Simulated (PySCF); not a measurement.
Isomers of C7H16NP, mass 145.102 u with the commonest isotopes. Theory: PBE0/pcSseg-1 in PySCF (dipole) on a GFN2-xTB geometry, gas phase. One conformer each, none proved a minimum here; rigid rotors.

Question: Order these by dipole moment, smallest first.
A. `[CH3:1][CH2:2]/[CH:3]=[P:4]\[N:5]([CH2:6][CH3:7])[CH2:8][CH3:9]` with C1–C2–C3–P4 113°, C3–P4–N5–C6 -82°, P4–N5–C6–C7 146°, P4–N5–C8–C9 -55°
B. `[CH3:1][CH2:2]/[C:3]([CH3:4])=[P:5]/[CH2:6][N:7]([CH3:8])[CH3:9]` with C1–C2–C3–C4 67°, C3–P5–C6–N7 64°, P5–C6–N7–C8 -171°
C. `[CH3:1][CH2:2][CH2:3][P@@:4]1(=[NH:5])[CH2:6][CH2:7][C@@H:8]1[CH3:9]` with C1–C2–C3–P4 -82°, C2–C3–P4–N5 61°, C3–P4–C6–C7 91°, P4–C6–C7–C8 15°, C6–C7–C8–C9 98°, C3–P4–C8–C7 -90°
D. `[CH2:1]=[CH:2][P:3]([CH3:4])[N:5]([CH2:6][CH3:7])[CH2:8][CH3:9]` with C1–C2–P3–C4 113°, C2–P3–N5–C6 65°, P3–N5–C6–C7 -139°, P3–N5–C8–C9 -57°
E. `[CH3:1][N:2]=[P:3]1([CH3:4])[CH2:5][CH2:6][CH2:7][CH2:8][CH2:9]1` with N2–P3–C5–C6 58°, P3–C5–C6–C7 64°, C5–C6–C7–C8 -67°, C6–C7–C8–C9 65°

Answer: D (0.68 D), A (1.36 D), B (1.63 D), E (2.82 D), C (3.06 D).

Question: Order these by radius of gyration √(Σ m r²/M), smallest first.
A. `[CH3:1][N:2]=[P:3]1([CH3:4])[CH2:5][CH2:6][CH2:7][CH2:8][CH2:9]1` with N2–P3–C5–C6 58°, P3–C5–C6–C7 64°, C5–C6–C7–C8 -67°, C6–C7–C8–C9 65°
B. `[CH3:1][CH2:2][CH2:3][P@@:4]1(=[NH:5])[CH2:6][CH2:7][C@@H:8]1[CH3:9]` with C1–C2–C3–P4 -82°, C2–C3–P4–N5 61°, C3–P4–C6–C7 91°, P4–C6–C7–C8 15°, C6–C7–C8–C9 98°, C3–P4–C8–C7 -90°
C. `[CH2:1]=[CH:2][P:3]([CH3:4])[N:5]([CH2:6][CH3:7])[CH2:8][CH3:9]` with C1–C2–P3–C4 113°, C2–P3–N5–C6 65°, P3–N5–C6–C7 -139°, P3–N5–C8–C9 -57°
D. `[CH3:1][CH2:2]/[C:3]([CH3:4])=[P:5]/[CH2:6][N:7]([CH3:8])[CH3:9]` with C1–C2–C3–C4 67°, C3–P5–C6–N7 64°, P5–C6–N7–C8 -171°
E. `[CH3:1][CH2:2]/[CH:3]=[P:4]\[N:5]([CH2:6][CH3:7])[CH2:8][CH3:9]` with C1–C2–C3–P4 113°, C3–P4–N5–C6 -82°, P4–N5–C6–C7 146°, P4–N5–C8–C9 -55°

Answer: A (2.060 Å), B (2.161 Å), C (2.221 Å), E (2.259 Å), D (2.421 Å).

Question: Order these by rotational constant B, smallest first.
A. `[CH3:1][CH2:2]/[CH:3]=[P:4]\[N:5]([CH2:6][CH3:7])[CH2:8][CH3:9]` with C1–C2–C3–P4 113°, C3–P4–N5–C6 -82°, P4–N5–C6–C7 146°, P4–N5–C8–C9 -55°
B. `[CH3:1][CH2:2][CH2:3][P@@:4]1(=[NH:5])[CH2:6][CH2:7][C@@H:8]1[CH3:9]` with C1–C2–C3–P4 -82°, C2–C3–P4–N5 61°, C3–P4–C6–C7 91°, P4–C6–C7–C8 15°, C6–C7–C8–C9 98°, C3–P4–C8–C7 -90°
C. `[CH2:1]=[CH:2][P:3]([CH3:4])[N:5]([CH2:6][CH3:7])[CH2:8][CH3:9]` with C1–C2–P3–C4 113°, C2–P3–N5–C6 65°, P3–N5–C6–C7 -139°, P3–N5–C8–C9 -57°
D. `[CH3:1][CH2:2]/[C:3]([CH3:4])=[P:5]/[CH2:6][N:7]([CH3:8])[CH3:9]` with C1–C2–C3–C4 67°, C3–P5–C6–N7 64°, P5–C6–N7–C8 -171°
E. `[CH2:1]=[CH:2][P:3]([CH2:4][CH3:5])[N:6]([CH3:7])[CH2:8][CH3:9]` with C1–C2–P3–C4 -150°, C2–P3–C4–C5 170°, C2–P3–N6–C7 -31°, P3–N6–C8–C9 -85°

Answer: D (694.5 MHz), B (913.6 MHz), A (1007 MHz), C (1083 MHz), E (1143 MHz).

| SMILES | point group | Ia (u·Å²) | Ib (u·Å²) | Ic (u·Å²) | κ | μa (D) | μb (D) | μc (D) |
| --- | --- | --- | --- | --- | --- | --- | --- | --- |
| CCC[P@@]1(=N)CC[C@@H]1C | C1 | 227.17 | 553.16 | 575.19 | -0.95 | 2.10 | 1.54 | 1.61 |
| CC/C=P\N(CC)CC | C1 | 310.54 | 502.08 | 668.97 | -0.42 | 0.15 | 1.24 | 0.55 |
| C=CP(C)N(CC)CC | C1 | 309.03 | 466.73 | 655.41 | -0.28 | 0.41 | 0.25 | 0.47 |
| CC/C(C)=P/CN(C)C | C1 | 181.83 | 727.74 | 791.08 | -0.95 | 0.59 | 1.52 | 0.01 |
| CN=P1(C)CCCCC1 | C1 | 268.39 | 465.43 | 497.38 | -0.84 | 1.08 | 1.84 | 1.85 |
| C=CP(CC)N(C)CC | C1 | 321.83 | 442.18 | 606.82 | -0.16 | 0.39 | 0.05 | 1.30 |
